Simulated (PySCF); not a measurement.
Vertical excitations of a molecule CH₅FN₂Si₂ from TDA-PBE/def2-SVPD (PySCF), as energy in eV (oscillator strength): 3.42 (0.001), 4.25 (0.024), 5.15 (0.001), 5.59 (0.016), 5.96 (0.003), 6.04 (0.029), 6.16 (0.041), 6.24 (0.031), 6.26 (0.046), 6.46 (0.084). Lowest triplet (TDA): 2.70 eV. Geometry: PBE-D3(BJ)/def2-SVP. Other conformers were not sampled.

Task: Identify the compound among the candidates.
A) N[Si@@]1(F)N=C[SiH2]1
B) N[Si@H]1C=N[Si@H]1F
C) N[Si@]1(F)C=N[SiH2]1
D) F[Si@@H]1C=N[SiH2]N1

Result: D, F[Si@@H]1C=N[SiH2]N1
